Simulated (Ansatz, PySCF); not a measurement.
System: CH4B (charge 0, doublet). It need not be the lowest isomer of its formula. SMILES: B[CH2]
Geometry from a B3LYP-D3(BJ)/def2-TZVP (Ansatz, an electronic-structure program) optimisation:
```
B
H 1 1.1929
H 1 1.1929 2 119.39
C 1 1.5225 2 120.31 3 180.00
H 4 1.0861 1 123.13 2 167.05
H 4 1.0861 5 113.75 1 180.00
```
Charge 0, spin multiplicity 2.

Property: atomisation energy (electronic, to ground-state atoms), in kcal/mol. Valence correlation only, unless marked. Open shells are spin-unrestricted. No spin-orbit coupling. Non-relativistic. The coupled-cluster limit lacks core correlation, which all-electron functionals hold. Basis-set limits of correlation are two-point, X^-3; Hartree-Fock from the larger set.

```
level                                     program  atomisation energy (kcal/mol)
---------------------------------  --------------  -----------------------------
HF/aug-cc-pVDZ                             Ansatz                          385.8
TPSS-D4/def2-TZVPD                  PySCF + dftd4                          498.9
PBE0-D4/def2-TZVPD                 Ansatz + dftd4                          492.2
r2SCANh-D4/def2-TZVPD              Ansatz + dftd4                          493.0
B2GP-PLYP/def2-TZVPD                       Ansatz                          484.4
RI-MP2/CBS(def2-TZVPP,def2-QZVPP)          Ansatz                          487.8
```

**Question.** Estimate the value at CCSD(T)/CBS(def2-TZVPPD,def2-QZVPPD) as computed with Ansatz.

**Answer.** 485.5 kcal/mol
